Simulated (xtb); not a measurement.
C$_{4}$H$_{9}$O$_{3}$Si, doublet, from a rough starting geometry; GFN2-xTB in xtb.

Input for xtb:
```
$ xtb mol.xyz --gfn 2 --uhf 1 --opt vtight --json

# file mol.xyz
17

C     -1.06861923     2.15306633    -0.00284397
C      0.11133164     1.54647243     0.08441859
Si     0.18517950    -0.52084696    -0.40053577
O      0.35058415    -0.40671259    -1.88411645
O     -1.02647026    -1.03785493     0.51421780
C     -2.31392016    -1.26950052    -0.00439730
O      1.44178363    -0.87945455     0.62136701
C      2.76821691    -0.67590677     0.33737981
H     -1.08644245     3.17512802     0.28303470
H     -1.91047026     1.69897645    -0.31898290
H      1.10206887     1.89626230     0.32665085
H     -2.42945507    -0.81172508    -1.03630236
H     -2.52615283    -2.31334389    -0.06152332
H     -3.02638688    -0.74182410     0.63766623
H      3.34652256    -1.18207830     1.09910581
H      3.05505375     0.30698775     0.31333687
H      2.99702422    -1.08826721    -0.63881536
```

Problem. Write the output that xtb gives for this input, abridged.

Solution. 
```
   ID    Z sym.   atoms
    1    6 C      1, 2, 6, 8
    2   14 Si     3
    3    8 O      4, 5, 7
    4    1 H      9-17

           -------------------------------------------------
          |                Calculation Setup                |
           -------------------------------------------------

           -------------------------------------------------
          |                 G F N 2 - x T B                 |
           -------------------------------------------------

          ...................................................
          :                      SETUP                      :
          :.................................................:
          :  # basis functions                  47          :
          :  # atomic orbitals                  46          :
          :  # shells                           26          :
          :  # electrons                        47          :
          :  max. iterations                   250          :
          :  Hamiltonian                  GFN2-xTB          :
          :  restarted?                      false          :
          :  GBSA solvation                  false          :
          :  PC potential                    false          :
          :  electronic temp.          300.0000000     K    :
          :  accuracy                    1.0000000          :
          :  -> integral cutoff          0.2500000E+02      :
          :  -> integral neglect         0.1000000E-07      :
          :  -> SCF convergence          0.1000000E-05 Eh   :
          :  -> wf. convergence          0.1000000E-03 e    :
          :  Broyden damping             0.4000000          :
          :  net charge                          0          :
          :  unpaired electrons                  1          :
          ...................................................

 iter      E             dE          RMSdq      gap      omega  full diag
   1    -27.3000242 -0.273000E+02  0.906E+00    3.95       0.0  T
   2    -27.3792221 -0.791980E-01  0.687E+00    3.46       1.0  T
   3    -27.3571237  0.220984E-01  0.266E+00    3.38       1.0  T
   4    -27.3550713  0.205244E-02  0.203E+00    3.67       1.0  T
   5    -27.3910764 -0.360052E-01  0.928E-01    3.46       1.0  T
   6    -27.3923771 -0.130071E-02  0.305E-01    3.50       1.0  T
   7    -27.3927796 -0.402444E-03  0.138E-01    3.49       1.0  T
   8    -27.3928678 -0.882275E-04  0.483E-02    3.48       1.0  T
   9    -27.3928851 -0.173536E-04  0.124E-02    3.49       1.9  T
  10    -27.3928853 -0.117877E-06  0.735E-03    3.49       3.3  T
  11    -27.3928854 -0.156166E-06  0.265E-03    3.49       9.1  T
  12    -27.3928854 -0.404059E-08  0.101E-03    3.49      24.1  T
  13    -27.3928854  0.130719E-09  0.466E-04    3.49      52.0  T
  14    -27.3928854 -0.165334E-08  0.150E-04    3.49     161.9  T

   *** convergence criteria satisfied after 14 iterations ***

         :::::::::::::::::::::::::::::::::::::::::::::::::::::
         ::                     SUMMARY                     ::
         :::::::::::::::::::::::::::::::::::::::::::::::::::::
         :: total energy             -27.075187861821 Eh    ::
         :: gradient norm              0.156051208755 Eh/a0 ::
         :: HOMO-LUMO gap              3.486046924722 eV    ::
         ::.................................................::
         :: SCC energy               -27.392839945738 Eh    ::
         :: -> isotropic ES            0.080921948038 Eh    ::
         :: -> anisotropic ES          0.006217841839 Eh    ::
         :: -> anisotropic XC         -0.006056588899 Eh    ::
         :: -> dispersion             -0.011806556721 Eh    ::
         :: repulsion energy           0.317652083917 Eh    ::
         :: add. restraining           0.000000000000 Eh    ::
         :: total charge               0.000000000000 e     ::
         :::::::::::::::::::::::::::::::::::::::::::::::::::::

      -----------------------------------------------------------
     |                   =====================                   |
     |                        A N C O P T                        |
     |                   =====================                   |
     |               Approximate Normal Coordinate               |
     |                Rational Function Optimizer                |
      -----------------------------------------------------------
      -----------------------------------------------------------
     |                   =====================                   |
     |                        A N C O P T                        |
     |                   =====================                   |
     |               Approximate Normal Coordinate               |
     |                Rational Function Optimizer                |
      -----------------------------------------------------------

          ...................................................
          :                      SETUP                      :
          :.................................................:
          :   optimization level         verytight          :
          :   max. optcycles                   340          :
          :   ANC micro-cycles                  20          :
          :   degrees of freedom                45          :
          :.................................................:
          :   RF solver                   davidson          :
          :   write xtbopt.log                true          :
          :   linear?                        false          :
          :   energy convergence         0.1000000E-06 Eh   :
          :   grad. convergence          0.2000000E-03 Eh/α :
          :   maxmium RF displ.          1.0000000          :
          :   Hlow (freq-cutoff)         0.1000000E-01      :
          :   Hmax (freq-cutoff)         5.0000000          :
          :   S6 in model hess.         20.0000000          :
          ...................................................

[...]
 * total energy  :   -27.0915033 Eh     change       -0.4783508E-06 Eh
 * total energy  :   -27.0915035 Eh     change       -0.2614373E-06 Eh
 * total energy  :   -27.0915037 Eh     change       -0.1586804E-06 Eh
 * total energy  :   -27.0915038 Eh     change       -0.1469514E-06 Eh
 * total energy  :   -27.0915040 Eh     change       -0.1840012E-06 Eh
 * total energy  :   -27.0915043 Eh     change       -0.2429623E-06 Eh
 * total energy  :   -27.0915046 Eh     change       -0.2823588E-06 Eh
 * total energy  :   -27.0915048 Eh     change       -0.2698354E-06 Eh
 * total energy  :   -27.0915051 Eh     change       -0.2336924E-06 Eh
 * total energy  :   -27.0915052 Eh     change       -0.1897615E-06 Eh
 * total energy  :   -27.0915054 Eh     change       -0.1356688E-06 Eh
 * total energy  :   -27.0915055 Eh     change       -0.8624090E-07 Eh
   *** GEOMETRY OPTIMIZATION CONVERGED AFTER 58 ITERATIONS ***
         :: total energy             -27.091505467574 Eh    ::
[...]
          |                Property Printout                |
           -------------------------------------------------

    * Orbital Energies and Occupations

         #    Occupation            Energy/Eh            Energy/eV
      -------------------------------------------------------------
         1        2.0000           -0.7976195             -21.7043
       ...           ...                  ...                  ...
        12        2.0000           -0.5342892             -14.5387
        13        2.0000           -0.5279749             -14.3669
        14        2.0000           -0.5230088             -14.2318
        15        2.0000           -0.5004805             -13.6188
        16        2.0000           -0.4868081             -13.2467
        17        2.0000           -0.4573457             -12.4450
        18        2.0000           -0.4547189             -12.3735
        19        2.0000           -0.4503415             -12.2544
        20        2.0000           -0.4378787             -11.9153
        21        2.0000           -0.4273453             -11.6287
        22        2.0000           -0.4266107             -11.6087
        23        2.0000           -0.4196376             -11.4189
        24        1.0000           -0.3828462             -10.4178 (HOMO)
        25                         -0.2416351              -6.5752 (LUMO)
        26                         -0.1028083              -2.7976
        27                         -0.0479946              -1.3060
        28                         -0.0307792              -0.8375
        29                          0.0606616               1.6507
        30                          0.0781373               2.1262
        31                          0.1052681               2.8645
        32                          0.1167425               3.1767
        33                          0.1352158               3.6794
        34                          0.1431834               3.8962
        35                          0.1494572               4.0669
       ...                                ...                  ...
        46                          0.9692933              26.3758
      -------------------------------------------------------------
                  HL-Gap            0.1412111 Eh            3.8425 eV
             Fermi-level           -0.3567411 Eh           -9.7074 eV

     #   Z          covCN         q      C6AA      α(0)
     1   6 C        2.841    -0.079    29.972     8.972
     2   6 C        2.746    -0.051    29.255     8.856
     3  14 Si       3.361     0.627   107.527    20.630
     4   8 O        0.771    -0.435    22.438     6.349
     5   8 O        1.621    -0.333    19.613     5.978
     6   6 C        3.726     0.039    20.013     6.387
     7   8 O        1.621    -0.341    19.749     5.998
     8   6 C        3.725     0.039    20.020     6.389
     9   1 H        0.925     0.093     1.848     2.126
    10   1 H        0.926     0.091     1.866     2.136
    11   1 H        0.926     0.085     1.925     2.169
    12   1 H        0.924     0.039     2.458     2.452
    13   1 H        0.924     0.061     2.185     2.312
    14   1 H        0.924     0.033     2.548     2.496
    15   1 H        0.924     0.057     2.233     2.337
    16   1 H        0.924     0.036     2.509     2.477
    17   1 H        0.924     0.038     2.475     2.460

 Mol. C6AA /au·bohr⁶  :       3215.614754
 Mol. C8AA /au·bohr⁸  :      89264.505139
 Mol. α(0) /au        :         90.524792

Wiberg/Mayer (AO) data.
largest (>0.10) Wiberg bond orders for each atom

 ---------------------------------------------------------------------------
     #   Z sym  total        # sym  WBO       # sym  WBO       # sym  WBO
 ---------------------------------------------------------------------------
     1   6 C    3.988 --     2 C    2.103    10 H    0.947     9 H    0.911
     2   6 C    3.770 --     1 C    2.103    11 H    0.962     3 Si   0.450
     3  14 Si   4.401 --     4 O    1.882     7 O    1.063     5 O    1.036
                             2 C    0.450
     4   8 O    2.189 --     3 Si   1.882
     5   8 O    2.295 --     3 Si   1.036     6 C    1.019
     6   6 C    3.946 --     5 O    1.019    12 H    0.989    14 H    0.972
                            13 H    0.970
     7   8 O    2.287 --     3 Si   1.063     8 C    1.012
     8   6 C    3.944 --     7 O    1.012    17 H    0.992    16 H    0.978
                            15 H    0.972
     9   1 H    0.986 --     1 C    0.911
    10   1 H    0.990 --     1 C    0.947
    11   1 H    0.992 --     2 C    0.962
    12   1 H    0.998 --     6 C    0.989
    13   1 H    0.996 --     6 C    0.970
    14   1 H    0.999 --     6 C    0.972
    15   1 H    0.995 --     8 C    0.972
    16   1 H    0.998 --     8 C    0.978
    17   1 H    0.998 --     8 C    0.992
 ---------------------------------------------------------------------------

Topologies differ in total number of bonds
Writing topology from bond orders to xtbtopo.mol

molecular dipole:
                 x           y           z       tot (Debye)
 q only:       -0.419       0.950       0.561
   full:       -0.471       1.019       1.088       3.974
molecular quadrupole (traceless):
                xx          xy          yy          xz          yz          zz
 q only:        8.181      -1.132       1.726       1.654       1.448      -9.906
  q+dip:        6.110      -1.875       3.874       3.302       1.868      -9.984
   full:        9.929      -1.367       3.889       2.631       2.638     -13.818

optimized geometry written to: xtbopt.xyz

           -------------------------------------------------
          | TOTAL ENERGY              -27.091505467574 Eh   |
          | GRADIENT NORM               0.000040396935 Eh/α |
          | HOMO-LUMO GAP               3.842549820286 eV   |
           -------------------------------------------------

normal termination of xtb
```
